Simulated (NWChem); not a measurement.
Species: C₅H₄FN; SMILES Fc1ccccn1

```xyz
11

F      0.0138    -2.2290     0.0000
C     -0.0049    -0.9034     0.0000
C      1.2144    -0.2238     0.0000
C      1.1589     1.1640     0.0000
C     -0.0866     1.7960     0.0000
C     -1.2259     0.9969     0.0000
N     -1.1833    -0.3360     0.0000
H      2.1542    -0.7778     0.0000
H      2.0817     1.7494     0.0000
H     -0.1719     2.8840     0.0000
H     -2.2236     1.4498     0.0000
```
Atoms are numbered in this order, from 1.

Program: NWChem. Pople sets run with spherical d functions. Structure relaxed at the PBE0/def2-SVP level. B3LYP is NWChem's, with the RPA form of VWN correlation. GIAO values for the isolated, static molecule; σ is the absolute isotropic shielding.

For level B3LYP/6-311G**:

```yaml
"σ C3 (ppm)": 69.7
"σ C5 (ppm)": 58.4
"σ N7 (ppm)": -50.3
"σ H8 (ppm)": 25.04
"σ H9 (ppm)": 24.10
"σ H10 (ppm)": 24.77
```

**Question.** What are these values for level B3LYP/6-31G*?

**Answer.** 
| Item | Value |
|---|---|
| σ C3 (ppm) | 86.3 |
| σ C5 (ppm) | 76.5 |
| σ N7 (ppm) | -15.3 |
| σ H8 (ppm) | 25.67 |
| σ H9 (ppm) | 24.65 |
| σ H10 (ppm) | 25.29 |
